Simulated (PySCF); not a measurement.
## Frontier orbitals and the lowest excitations

Compound: H₁₀OSSi₄.
Atom-mapped SMILES: `[OH:1][Si@H:2]([SiH3:3])[SiH2:4][S:5][SiH3:6]` (hydrogens: H7 on O1; H8 on Si2; H9, H10, H11 on Si3; H12, H13 on Si4; H14, H15, H16 on Si6)

Theory: TDDFT wB97X-D/def2-SVPD, vertical, gas phase, core orbitals frozen in the response in PySCF. Isolated species at its GFN2-xTB geometry (one conformer only). Torsions of this conformer, `[OH:1][Si@H:2]([SiH3:3])[SiH2:4][S:5][SiH3:6]`: O1–Si2–Si4–S5 173°, Si2–Si4–S5–Si6 -177°, H–O1–Si2–Si3 -57°.

Kohn–Sham orbitals with the atoms that hold most of them (Löwdin shares over 4%, at most four atoms; ? is withheld):

| orbital | ε (eV) | atoms |
| --- | --- | --- |
| HOMO-3 | -10.38 | S5 28%, Si4 15%, Si2 15%, O1 12% |
| HOMO-2 | -10.24 | S5 40%, Si2 11%, Si4 9%, O1 8% |
| HOMO-1 | -9.81 | ? |
| HOMO | ? | S5 70%, Si6 9%, Si4 9% |
| LUMO | 0.36 | ? |
| LUMO+1 | 1.35 | Si2 24%, Si4 19%, Si3 18%, O1 7% |
| LUMO+2 | 1.75 | Si6 21%, S5 15%, Si3 14%, Si2 10% |

**Question.** Which atoms hold the HOMO-1, and with what shares?

**Answer.** Si2 (bonded to O, 2 Si and H) 24%; Si3 (bonded to Si and 3 H) 21%; Si4 (bonded to S, Si and 2 H) 15%; O1 (bonded to Si and H) 14%. By element: silicon 60% or more, oxygen 14%.

**Question.** Which atoms hold the LUMO, and with what shares?

**Answer.** Si2 (bonded to O, 2 Si and H) 26%; Si4 (bonded to S, Si and 2 H) 18%; Si3 (bonded to Si and 3 H) 14%; O1 (bonded to Si and H) 8%. By element: silicon 58% or more, oxygen 8%.

**Question.** What is the HOMO energy, and the HOMO–LUMO gap?

**Answer.** ε(HOMO) = -8.94 eV; the gap is 9.30 eV (0.3419 hartree).

**Question.** How does S1 compare with the orbital gap of 9.30 eV?

**Answer.** S1 is at 5.28 eV (f = 0.0054), 4.02 eV below the gap, made of HOMO→LUMO (89%). Without the coupling terms of the response equations the lowest excitation would equal the gap.

**Question.** One configuration dominates each of S1 and S2. Which, and how do the shares of the two leading atoms of either orbital change from the occupied to the empty one?

**Answer.** 
- S1 (5.28 eV, f 0.0054), HOMO→LUMO (89%): S5 70% → at most 8%, Si6 9% → at most 8%, Si2 at most 4% → 26%, Si4 9% → 18%
- S2 (5.74 eV, f 0.033), HOMO-1→LUMO (89%): Si2 24% → 26%, Si3 21% → 14%, Si4 15% → 18%

Löwdin shares depend on the basis, the more so with diffuse functions.

Hardware: Arm Neoverse N1, one thread, no GPU, on a shared host. Cost: 93 s wall, 1.0 GiB resident at most.
